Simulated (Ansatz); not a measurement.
Born–Oppenheimer molecular dynamics of BClFH3O2 (8 atoms, charge 0, multiplicity 1). It starts at the highest image of a converged band. Of that band: The profile has 2 maxima (images 4, 6) with wells between them (image 5): this band takes more than one step, which may be the mechanism or a detour left from its start path. A vibrational analysis at the climbing image gives one clearly imaginary mode, 898i cm⁻¹: a first-order saddle point.

Theory: RKS r2SCAN-D4/def2-SVP in Ansatz.

- ensemble: NVE (velocity Verlet)
- time step: 0.5 fs
- steps asked: 200
- starting velocities drawn for: 100 K
- seed: 3197

First frame:

```xyz
8
Properties=species:S:1:pos:R:3
B -0.072 0.059 -0.015
O 0.033 -0.141 1.491
H -0.797 -0.482 1.859
O 0.976 -0.340 -0.773
H 1.820 -0.288 -0.308
Cl -1.725 -0.224 -0.651
F 0.067 1.708 0.387
H 0.042 1.079 1.353
```

**Question.** What does the run give?

**Answer.** The run went to its last step.

| Item | Value |
| --- | --- |
| steps done | 200 |
| time covered | 100 fs |
| mean temperature over the second half | 661 K |
| spread of the potential energy over the second half | 8.4 meV per atom |
| mean potential energy of the second half above the start | -54.4 meV per atom |

The conserved energy stayed within 0.095 meV per atom of its start (net change 0.00037 meV per atom), so the integration is sound. The kinetic energy rose, since the run started high on the potential surface and went downhill. It ends in pieces (BClH2O2 + FH), so much of that is their flight and rotation, not heat. A run of 0.1 ps of so small a system gives no equilibrium averages. The orbitals stay closed-shell, which can raise the energy where a bond breaks towards radicals; this wasn't checked here.

**Question.** What happens to the structure?

**Answer.** Between its relaxed ends the band would form B1–F7, O2–H8 and break B1–O2, F7–H8. These pairs go: B1–F7 1.70 → 3.78 Å, O2–H8 1.23 → 3.38 Å, B1–O2 1.52 → 1.37 Å, F7–H8 1.15 → 0.93 Å. In the last frame they stand as before the step (other bonds may differ from the relaxed reactants and products). It ends as BClH2O2 + FH. Pairs count as bonded within 1.25 times the sum of covalent radii (0.12 Å more for H–H). This is one draw of velocities; another would differ in detail.

**Question.** How do temperature and energy run in time?

**Answer.** 
```json
{"time (fs)": "0", "T (K)": "100", "potential energy less start (eV)": "0.000", "conserved less start (meV/atom)": "0.00"}
{"time (fs)": "8", "T (K)": "61", "potential energy less start (eV)": "0.030", "conserved less start (meV/atom)": "0.03"}
{"time (fs)": "16", "T (K)": "117", "potential energy less start (eV)": "-0.013", "conserved less start (meV/atom)": "0.08"}
{"time (fs)": "24", "T (K)": "352", "potential energy less start (eV)": "-0.194", "conserved less start (meV/atom)": "0.09"}
{"time (fs)": "32", "T (K)": "605", "potential energy less start (eV)": "-0.391", "conserved less start (meV/atom)": "0.06"}
{"time (fs)": "40", "T (K)": "744", "potential energy less start (eV)": "-0.499", "conserved less start (meV/atom)": "0.02"}
{"time (fs)": "48", "T (K)": "764", "potential energy less start (eV)": "-0.515", "conserved less start (meV/atom)": "0.00"}
{"time (fs)": "56", "T (K)": "805", "potential energy less start (eV)": "-0.546", "conserved less start (meV/atom)": "0.01"}
{"time (fs)": "64", "T (K)": "729", "potential energy less start (eV)": "-0.488", "conserved less start (meV/atom)": "0.04"}
{"time (fs)": "72", "T (K)": "619", "potential energy less start (eV)": "-0.402", "conserved less start (meV/atom)": "0.07"}
{"time (fs)": "80", "T (K)": "625", "potential energy less start (eV)": "-0.406", "conserved less start (meV/atom)": "0.06"}
{"time (fs)": "88", "T (K)": "614", "potential energy less start (eV)": "-0.398", "conserved less start (meV/atom)": "0.05"}
{"time (fs)": "96", "T (K)": "541", "potential energy less start (eV)": "-0.342", "conserved less start (meV/atom)": "0.02"}
```

Run time: 7.3 min on 2 threads of AMD EPYC 7R43 64-Core Processor (Zen 3), with other jobs on the host, peak memory 0.16 GiB.
